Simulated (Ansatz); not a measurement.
Frontier orbitals of C$_{2}$H$_{6}$BrNSi (`C[Si]1(Br)CN1`).

Charge 0, multiplicity 1. Correlated methods include outer-core shells of Br, which these sets cover unevenly. Scalar relativity is left out up to krypton. The geometry is a stationary point of PBE0-D4/def2-TZVP. Basis def2-TZVPP, the Gaussian-basis code of Ansatz.

| functional | HOMO (eV) | LUMO (eV) | gap (eV) |
| --- | --- | --- | --- |
| LDA (SPW92) | -5.70 | -0.82 | 4.88 |
| PBE | -5.55 | -0.60 | 4.95 |
| revPBE | -5.49 | -0.51 | 4.98 |
| PBE0 | -6.85 | 0.32 | 7.17 |
| B3LYP | -6.62 | 0.04 | 6.66 |
| BHLYP | -8.04 | 1.18 | 9.22 |
| ωB97X-V | -9.23 | 2.38 | 11.61 |
| ωB97M-V | -9.12 | 2.02 | 11.14 |

From PBE to PBE0 the HOMO moves by −1.30 eV and the LUMO by +0.92 eV, and with ωB97M-V by −3.57 and +2.62 eV, so the gap grows from 4.95 to 11.14 eV with exact exchange. A positive LUMO is unbound and depends on the basis.

B3LYP here is the variant with VWN-RPA as its local correlation; programs differ in this.
